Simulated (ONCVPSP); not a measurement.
Sn (Z = 50), ONCV: configuration errors across variants

tin, optimised norm-conserving Vanderbilt (ONCV), made with ONCVPSP 4.0.1 (PBE, fully relativistic). Core [Kr], reference 4d10 5s2 5p2. Waves: 5s: rc 1.60 bohr, ncon 3, nbas 6, qcut 4.1 1/bohr, 1 projector; 5p: rc 2.15 bohr, ncon 4, nbas 8, qcut 3.3 1/bohr, 2 projectors, debl 3.6 Ha; 4d: rc 1.10 bohr, ncon 4, nbas 7, qcut 7.3 1/bohr, 2 projectors, debl 1.5 Ha; f scattering state at 0.03 Ha: rc 2.20 bohr, ncon 4, nbas 7, qcut 5.5 1/bohr, 1 projector. Local part: polynomial inside 1.00 bohr (lpopt 5, dvloc0 0 Ha). Core correction: none.

Open shells are filled in proportion to 2j + 1.

All-electron excitation energies from the reference (eV): (1) 4d10 5s2 5p1 6.888; (2) 4d10 5s2 5p0 20.859; (3) 4d10 5s1 5p0 51.830; (4) 4d10 5s0 5p4 14.147.

5 further variants failed, have other tests or another functional or relativity, and are left out.

A true bound ghost makes a file unfit for plane-wave use even where its test errors are small: the radial tests pick states by their node count and pass the ghost by.

Errors AE − PS in meV (a dash: test not solved or not reliable):

```csv
change,(1),(2),(3),(4),bound ghosts,GHOST(+) flags above zero
base,0.0,+9.4,+51,-5.6,"s, p3/2, d5/2, p1/2, d3/2","s, f7/2, f5/2"
f: nproj 3,0.0,+9.4,+51,-5.6,"s, p3/2, d5/2, p1/2, d3/2",s
"core correction Teter function fitted to the true core (icmod 2), fcfact 0.7",-0.2,+6.8,+26,-13,"s, p3/2, d5/2, p1/2, d3/2","s, f7/2, f5/2"
"local potential polynomial inside 1.00 bohr (lpopt 5, dvloc0 -2.5 Ha)",+1.3,+12,–,-2.8,"s, p3/2, p1/2, d3/2","d5/2, f7/2, f5/2"
s: qcut 4; p: qcut 3.2; d: qcut 7.2; f: qcut 5.4,0.0,+9.5,+51,-5.3,"s, p3/2, d5/2, p1/2, d3/2",s
p: rc 2.12,0.0,+9.4,+51,-5.7,"s, p3/2, d5/2, p1/2, d3/2","s, f7/2, f5/2"
```

(1) Give the same row for: d: nbas 9.

## Answers

(1) 0.0, +9.4, +51, -5.5; bound ghosts: s, p3/2, d5/2, p1/2; GHOST(+) flags above zero: s, f7/2, d3/2, f5/2.
